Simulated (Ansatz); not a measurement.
Molecule: C5H12O, net charge 0, singlet state. 
Geometry from a B3LYP-D3(BJ)/def2-TZVP (Ansatz, a quantum-chemistry and plane-wave program) optimisation:
```xyz
18

C     -2.0355     0.9496     0.7104
C     -0.9011    -0.0693     0.5970
C     -1.4080    -1.3676    -0.0351
C      0.2782     0.5358    -0.1727
C      1.5162    -0.3390    -0.2177
O      2.5600     0.4114    -0.8379
H     -2.4179     1.2131    -0.2796
H     -1.6967     1.8691     1.1917
H     -2.8682     0.5502     1.2930
H     -0.5554    -0.3002     1.6121
H     -2.2722    -1.7535     0.5096
H     -1.7168    -1.1960    -1.0702
H     -0.6467    -2.1488    -0.0395
H     -0.0304     0.7642    -1.1980
H      0.5608     1.4865     0.2877
H      1.8025    -0.6282     0.8026
H      1.3215    -1.2571    -0.7829
H      3.3400    -0.1469    -0.9143
```
Charge 0, spin multiplicity 1.

Atomisation energy built up term by term with Ansatz (kcal/mol; UHF references for open shells; valence terms freeze the core; atomic spin-orbit terms are left out). CBS(X,Y): correlation extrapolated as X^-3; Hartree-Fock from the larger set.

| term | basis | kcal/mol |
|---|---|---|
| Hartree-Fock | cc-pVQZ | ? |
| CCSD correlation | CBS(cc-pVTZ,cc-pVQZ) | 402.27 |
| (T) | CBS(cc-pVTZ,cc-pVQZ) | ? |
| core correlation | cc-pwCVTZ | 6.00 |
| scalar relativity (X2C) | cc-pVTZ-DK against cc-pVTZ | -1.23 |
| sum: De |  | ? |

### Question
Fill in the missing entries.

### Answer

- Hartree-Fock, kcal/mol: 1267.25
- (T), kcal/mol: 22.73
- sum: De, kcal/mol: 1697.0
